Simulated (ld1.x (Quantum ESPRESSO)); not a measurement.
## Varying the TM potential for Li (Z = 3)

Base potential:

* Element: lithium
* Generator: ld1.x (Quantum ESPRESSO) 7.5
* Type: norm-conserving Troullier–Martins (Kleinman–Bylander form)
* Functional: LDA (PZ)
* Relativity: scalar-relativistic
* Frozen core: [He]
* Valence charge: 1
* Reference configuration: 2s1 2p0
* Partial waves: 2s (bound): rc 2.45 bohr; 2p (bound, empty): rc 4.20 bohr; 3d channel at 0.25 Ry: rc 3.70 bohr
* Local potential: the d channel
* Core correction: none

Cutoffs, loose and tight: the cutoffs (Ry, on a coarse ladder) from which the occupation-weighted sum of valence levels, in a spherical-Bessel basis at the reference potential, stays within 10 and 1 mRy of its value at 400 Ry. They do not see the model core or the augmentation charge, which bear on the density cutoff. Test errors are all-electron minus pseudo excitation energies from the reference, over the configurations 2s0.5 2p0; 2s0 2p1 (two spin-polarised tests are not counted in the largest error). A dash means not determined; rows that change the core or the reference have their own tests.

```tsv
change	outcome	cutoff, loose	cutoff, tight	bound ghosts	largest test error (meV)
base	generated	6 Ry	6 Ry	none	+6.0
all radii scaled by about 0.85 (s 2.08, p 3.56, d 3.12 bohr)	generated	6 Ry	6 Ry	none	+6.0
all radii scaled by about 0.89 (s 2.18, p 3.72, d 3.28 bohr)	generated	6 Ry	6 Ry	none	+6.0
all radii scaled by about 0.95 (s 2.32, p 3.98, d 3.50 bohr)	generated	6 Ry	6 Ry	none	+6.0
all radii scaled by about 1.09 (s 2.66, p 4.58, d 4.02 bohr)	generated	6 Ry	6 Ry	none	+5.9
all radii scaled by about 1.18 (s 2.88, p 4.94, d 4.36 bohr)	generated	6 Ry	6 Ry	none	+5.9
all radii scaled by about 1.24 (s 3.04, p 5.20, d 4.58 bohr)	generated	6 Ry	6 Ry	none	+5.8
all radii scaled by about 1.32 (s 3.24, p 5.56, d 4.90 bohr)	generated	6 Ry	6 Ry	none	+5.7
all radii scaled by about 1.40 (s 3.44, p 5.90, d 5.20 bohr)	generated	6 Ry	6 Ry	none	+5.5
```

What comes out with this change to the base: all radii scaled by about 0.77 (s 1.88, p 3.22, d 2.84 bohr)?

outcome: generated; cutoff, loose: 6 Ry; cutoff, tight: 15 Ry; bound ghosts: none; largest test error (meV): +5.9.

Reading the sweep of the scale of all radii (base = 1) (base included, trends over the rows without a ghost): The loose cutoff stays near 6 Ry. The median size of the test errors (rows with all tests solved) is not monotonic: lowest 3.0 meV at 0.95, highest 5.2 meV at 1.4.
